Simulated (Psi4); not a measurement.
H3F2GaGe (SMILES [F][Ga]([F])[GeH3]), singlet, at a GFN2-xTB geometry (such geometries of metal compounds can be far from the true shape), atoms displaced at random by about 0.08 Å a coordinate; Psi4 with R2SCAN/STO-3G, gradient.

Here is a job for Psi4.
```
memory 2 GB

molecule mol {
0 1
Ga    0.345766   -0.541193    0.617367
F     2.062566   -0.955959    0.591529
F    -0.288874   -1.008358    2.022745
Ge   -0.670480    1.047476   -0.999545
H    -1.615195    2.005554   -0.551064
H     0.259217    1.649685   -2.083321
H    -1.435379   -0.077407   -1.903544
symmetry c1
no_reorient
no_com
}

set {
  basis sto-3g
  reference rks
}

gradient('r2scan')
print_variables()
```

Q: Write the output that Psi4 gives for this input, abridged.

A: 
```
gradient() will perform analytic gradient computation.

   => Loading Basis Set <=

    Name: STO-3G
    Role: ORBITAL
    Keyword: BASIS

         ---------------------------------------------------------
                                   SCF
               by Justin Turney, Rob Parrish, Andy Simmonett
                          and Daniel G. A. Smith
                              RKS Reference
         ---------------------------------------------------------

  ==> Geometry <==

    Molecular point group: c1
    Full point group: C1

    Geometry (in Angstrom), charge = 0, multiplicity = 1:

       Center              X                  Y                   Z               Mass
    ------------   -----------------  -----------------  -----------------  -----------------
         GA           0.345766000000    -0.541193000000     0.617367000000    68.925573500000
         F            2.062566000000    -0.955959000000     0.591529000000    18.998403162730
         F           -0.288874000000    -1.008358000000     2.022745000000    18.998403162730
         GE          -0.670480000000     1.047476000000    -0.999545000000    73.921177761000
         H           -1.615195000000     2.005554000000    -0.551064000000     1.007825032230
         H            0.259217000000     1.649685000000    -2.083321000000     1.007825032230
         H           -1.435379000000    -0.077407000000    -1.903544000000     1.007825032230

  Running in c1 symmetry.

  Rotational constants: A =      0.21028  B =      0.04311  C =      0.03655 [cm^-1]
  Rotational constants: A =   6304.06503  B =   1292.26903  C =   1095.59393 [MHz]
  Nuclear repulsion =  539.385782687234496

  Charge       = 0
  Multiplicity = 1
  Electrons    = 84
  Nalpha       = 42
  Nbeta        = 42

  ==> Algorithm <==

  SCF Algorithm Type is DF.
  DIIS enabled.
  MOM disabled.
  Fractional occupation disabled.
  Guess Type is SAD.
  Energy threshold   = 1.00e-08
  Density threshold  = 1.00e-08
  Integral threshold = 1.00e-12

  ==> Primary Basis <==

  Basis Set: STO-3G
    Blend: STO-3G
    Number of shells: 25
    Number of basis functions: 49
    Number of Cartesian functions: 51
    Spherical Harmonics?: true
    Max angular momentum: 2

  ==> DFT Potential <==

   => LibXC <=

    Version 7.1.2
    S. Lehtola, C. Steigemann, M. J. T. Oliveira, and M. A. L. Marques,  SoftwareX 7, 1–5 (2018) (10.1016/j.softx.2017.11.002)

   => Composite Functional: R2SCAN <=

    r2SCAN Meta-GGA XC Functional  (0.1021/acs.jpclett.0c02405)
    J. W. Furness, A. D. Kaplan, J. Ning, J. P. Perdew, J. Sun  J. Phys. Chem. Lett.  11, 8208–8215, 2020

    Deriv               =              1
    GGA                 =           TRUE
    Meta                =           TRUE

    Exchange Hybrid     =          FALSE
    MP2 Hybrid          =          FALSE

   => Exchange Functionals <=

    1.0000   XC_MGGA_X_R2SCAN

   => Correlation Functionals <=

    1.0000   XC_MGGA_C_R2SCAN

   => LibXC Density Thresholds  <==

    XC_MGGA_C_R2SCAN:  1.00E-15
    XC_MGGA_X_R2SCAN:  1.00E-11

   => Molecular Quadrature <=

    Radial Scheme          =       TREUTLER
    Pruning Scheme         =           NONE
    Nuclear Scheme         =       TREUTLER

    Blocking Scheme        =         OCTREE
    BS radius alpha        =              1
    Pruning alpha          =              1
    Radial Points          =             75
    Spherical Points       =            302
    Total Points           =         149259
    Total Blocks           =           1178
    Max Points             =            256
    Max Functions          =             42
    Weights Tolerance      =       1.00E-15

   => Loading Basis Set <=

    Name: (STO-3G AUX)
    Role: JKFIT
    Keyword: DF_BASIS_SCF

  ==> Integral Setup <==

  SCF_SUBTYPE=INCORE selected. In-core MEM_DF algorithm will be used.
  Using in-core AOs.

  ==> MemDFJK: Density-Fitted J/K Matrices <==

    J tasked:                   Yes
    K tasked:                    No
    wK tasked:                   No
    Algorithm:                 Core
    Schwarz Cutoff:           1E-12
    Mask sparsity (%):      10.5789
    Fitting Condition:        1E-10

   => Auxiliary Basis Set <=

  Basis Set: (STO-3G AUX)
    Blend: DEF2-UNIVERSAL-JKFIT
    Number of shells: 188
    Number of basis functions: 740
    Number of Cartesian functions: 988
    Spherical Harmonics?: true
    Max angular momentum: 5

  Minimum eigenvalue in the overlap matrix is 2.7359132395E-01.
  Reciprocal condition number of the overlap matrix is 1.4000739181E-01.
    Using symmetric orthogonalization.

  ==> Pre-Iterations <==

  SCF Guess: Superposition of Atomic Densities via on-the-fly atomic UHF (no occupation information).

   -------------------------
    Irrep   Nso     Nmo
   -------------------------
     A         49      49
   -------------------------
    Total      49      49
   -------------------------

  ==> Iterations <==

                           Total Energy        Delta E     RMS |[F,P]|

   @DF-RKS iter SAD: -4150.32817433113178   -4.15033e+03   0.00000e+00
   @DF-RKS iter   1: -4152.43861346339872   -2.11044e+00   2.91572e-02 ADIIS/DIIS
   @DF-RKS iter   2: -4111.51717841999653    4.09214e+01   6.20170e-02 ADIIS/DIIS
   @DF-RKS iter   3: -4121.75347169284669   -1.02363e+01   1.31036e-01 ADIIS
   @DF-RKS iter   4: -4151.53537964979205   -2.97819e+01   4.29434e-02 ADIIS/DIIS
   @DF-RKS iter   5: -4153.75878942743657   -2.22341e+00   8.71538e-03 ADIIS/DIIS
   @DF-RKS iter   6: -4153.70475141082716    5.40380e-02   1.35446e-02 ADIIS/DIIS
   @DF-RKS iter   7: -4153.30568114996368    3.99070e-01   2.33594e-02 ADIIS/DIIS
   @DF-RKS iter   8: -4153.80959050635283   -5.03909e-01   1.28638e-02 ADIIS/DIIS
   @DF-RKS iter   9: -4152.40939318606161    1.40020e+00   3.03148e-02 ADIIS/DIIS
   @DF-RKS iter  10: -4154.00101712808737   -1.59162e+00   5.14088e-03 ADIIS/DIIS
   @DF-RKS iter  11: -4154.01414100754027   -1.31239e-02   4.23197e-03 ADIIS/DIIS
[...]
    ---------------------

    Doubly Occupied:

[...]
    Virtual:

[...]
      49A      0.385834

    Final Occupation by Irrep:
              A
    DOCC [    42 ]
    NA   [    42 ]
    NB   [    42 ]

  @DF-RKS Final Energy: -4154.04693062336173

   => Energetics <=

    Nuclear Repulsion Energy =            539.3857826872344958
    One-Electron Energy =               -6894.7627171812346205
    Two-Electron Energy =                2378.7356865952451699
    DFT Exchange-Correlation Energy =    -177.4056827246068622
    Empirical Dispersion Energy =           0.0000000000000000
    VV10 Nonlocal Energy =                  0.0000000000000000
    Total Energy =                      -4154.0469306233617317

Computation Completed

Properties will be evaluated at   0.000000,   0.000000,   0.000000 [a0]

Properties computed using the SCF density matrix

 Multipole Moments:

 ------------------------------------------------------------------------------------
     Multipole            Electronic (a.u.)      Nuclear  (a.u.)        Total (a.u.)
 ------------------------------------------------------------------------------------

 L = 1.  Multiply by 2.5417464519 to convert [e a0] to [Debye]
 Dipole X            :         -4.6694223            4.6019688           -0.0674535
 Dipole Y            :         -4.8683676            4.9911976            0.1228299
 Dipole Z            :        -11.5096251           11.6094833            0.0998582
 Magnitude           :                                                    0.1720722

 ------------------------------------------------------------------------------------

         ------------------------------------------------------------
                                   SCF GRAD
                          Rob Parrish, Justin Turney,
                       Andy Simmonett, and Alex Sokolov
         ------------------------------------------------------------

  ==> Geometry <==

    Molecular point group: c1
    Full point group: C1

    Geometry (in Angstrom), charge = 0, multiplicity = 1:

       Center              X                  Y                   Z               Mass
    ------------   -----------------  -----------------  -----------------  -----------------
         GA           0.345766000000    -0.541193000000     0.617367000000    68.925573500000
         F            2.062566000000    -0.955959000000     0.591529000000    18.998403162730
         F           -0.288874000000    -1.008358000000     2.022745000000    18.998403162730
         GE          -0.670480000000     1.047476000000    -0.999545000000    73.921177761000
         H           -1.615195000000     2.005554000000    -0.551064000000     1.007825032230
         H            0.259217000000     1.649685000000    -2.083321000000     1.007825032230
         H           -1.435379000000    -0.077407000000    -1.903544000000     1.007825032230

  Nuclear repulsion =  539.385782687234496

  ==> Basis Set <==

  Basis Set: STO-3G
    Blend: STO-3G
    Number of shells: 25
    Number of basis functions: 49
    Number of Cartesian functions: 51
    Spherical Harmonics?: true
    Max angular momentum: 2

  ==> DFJKGrad: Density-Fitted SCF Gradients <==

    Gradient:                    1
    J tasked:                  Yes
    K tasked:                   No
    wK tasked:                  No
    Integrals threads:           1
    Schwarz Cutoff:          1E-12
    Fitting Condition:       1E-10

   => Auxiliary Basis Set <=

  Basis Set: (STO-3G AUX)
    Blend: DEF2-UNIVERSAL-JKFIT
    Number of shells: 188
    Number of basis functions: 740
    Number of Cartesian functions: 988
    Spherical Harmonics?: true
    Max angular momentum: 5

  ==> DFT Potential <==

   => LibXC <=

    Version 7.1.2
    S. Lehtola, C. Steigemann, M. J. T. Oliveira, and M. A. L. Marques,  SoftwareX 7, 1–5 (2018) (10.1016/j.softx.2017.11.002)

   => Composite Functional: R2SCAN <=

    r2SCAN Meta-GGA XC Functional  (0.1021/acs.jpclett.0c02405)
    J. W. Furness, A. D. Kaplan, J. Ning, J. P. Perdew, J. Sun  J. Phys. Chem. Lett.  11, 8208–8215, 2020

    Deriv               =              1
    GGA                 =           TRUE
    Meta                =           TRUE

    Exchange Hybrid     =          FALSE
    MP2 Hybrid          =          FALSE

   => Exchange Functionals <=

    1.0000   XC_MGGA_X_R2SCAN

   => Correlation Functionals <=

    1.0000   XC_MGGA_C_R2SCAN

   => LibXC Density Thresholds  <==

    XC_MGGA_C_R2SCAN:  1.00E-15
    XC_MGGA_X_R2SCAN:  1.00E-11

   => Molecular Quadrature <=

    Radial Scheme          =       TREUTLER
    Pruning Scheme         =           NONE
    Nuclear Scheme         =       TREUTLER

    Blocking Scheme        =         OCTREE
    BS radius alpha        =              1
    Pruning alpha          =              1
    Radial Points          =             75
    Spherical Points       =            302
    Total Points           =         149259
    Total Blocks           =           1178
    Max Points             =            256
    Max Functions          =             42
    Weights Tolerance      =       1.00E-15

  -Total Gradient:
     Atom            X                  Y                   Z
    ------   -----------------  -----------------  -----------------
       1       -0.000014805888    -0.021752235910    -0.008063603839
       2        0.054339895329    -0.011324592676    -0.004392505814
       3       -0.029028523698    -0.009599494218     0.043373570802
       4       -0.013620632945     0.059402662315     0.032719095049
       5       -0.011617672530     0.012334867308     0.005448111927
       6        0.025858683433     0.014991419880    -0.035251177038
       7       -0.022161849164    -0.045313068611    -0.031956762257

  Variable Map:
  ----------------------------------------------------------------------------
[...]
  Array Variable Map:
  ----------------------------------------------------------------------------
[...]
[...]
```
